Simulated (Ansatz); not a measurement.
Consider the ligand exchange at the Si–C bond: `B[SiH2]CN` + `O[SiH2]F` → `B[SiH2]O[SiH2]F` + CH₃NH₂.

Gas-phase electronic energies from Ansatz, PBE0-D4/def2-TZVP geometries. CCSD(T)/CBS adds triple-zeta CCSD(T) − MP2 to the extrapolated MP2 energy (def2 sets, frozen cores). Functionals use def2-TZVPP. B3LYP here is the variant with VWN-RPA as its local correlation; programs differ in this. One conformer a species, not always the lowest.

`B[SiH2]CN`:

Cartesian coordinates in Å:
```
B 0.317 -1.784 -1.550
Si 0.386 -0.760 0.177
C -0.555 0.875 0.156
N -0.380 1.606 1.404
H -0.141 -1.333 -2.560
H 0.770 -2.890 -1.607
H -0.079 -1.610 1.311
H 1.835 -0.465 0.427
H -0.266 1.430 -0.752
H -1.618 0.633 0.035
H -0.865 2.495 1.383
H 0.597 1.802 1.575
```

`O[SiH2]F`:

Cartesian coordinates in Å:
```
O 0.084 -0.296 1.235
Si 0.164 0.065 -0.352
F -0.440 1.514 -0.640
H -0.769 -0.488 1.627
H 1.596 0.085 -0.702
H -0.635 -0.879 -1.168
```

`B[SiH2]O[SiH2]F`:

Z-matrix (Å, degrees):
```
Si
O 1 1.651
B 1 2.004 2 114.9
H 1 1.491 2 107.4 3 121.5
H 1 1.490 2 108.1 3 -122.4
Si 2 1.615 1 144.6 3 11.0
H 3 1.196 1 123.9 2 1.0
H 3 1.197 1 118.6 2 -179.3
F 6 1.596 2 109.6 1 53.8
H 6 1.480 2 110.9 1 -63.8
H 6 1.476 2 108.8 1 171.4
```

CH₃NH₂:

```xyz
7

C    -0.436    0.342   -0.125
N     0.507   -0.753    0.026
H    -0.141    1.287    0.355
H    -1.403    0.047    0.289
H    -0.592    0.543   -1.187
H     0.657   -0.963    1.004
H     1.408   -0.504   -0.361
```

```tsv
level	ΔE (kJ/mol)	difference from CCSD(T)/CBS
PBE-D4	-101.5	15.5
r2SCAN-D4	-114.7	2.3
PBE0-D4	-108.3	8.7
B3LYP-D4	-120.6	-3.6
ωB97M-V	-114.2	2.8
r2SCAN	-114.4	2.6
PBE0	-107.4	9.6
B3LYP	-119.4	-2.4
HF/def2-TZVPP	-140.3	-23.3
MP2/def2-TZVPP	-117.1	-0.1
CCSD/def2-TZVPP	-119.8	-2.8
CCSD(T)/def2-TZVPP	-116.3	0.7
HF/def2-QZVPP	-142.5	-25.5
MP2/def2-QZVPP	-118.3	-1.3
SCS-MP2/def2-QZVPP	-123.3	-6.3
CCSD/CBS(def2)	-120.5	-3.5
CCSD(T)/CBS	-117.0	0
```

Largest T1 diagnostic among the species: 0.012.

In def2-TZVPP, CCSD(T) changes the Hartree–Fock value by +24.1 kJ/mol (the triples alone add +3.5 kJ/mol) and MP2 by +23.3 kJ/mol. From PBE to PBE0 (25 % exact exchange), in def2-TZVPP and without D4, ΔE moves by −6.7 kJ/mol.
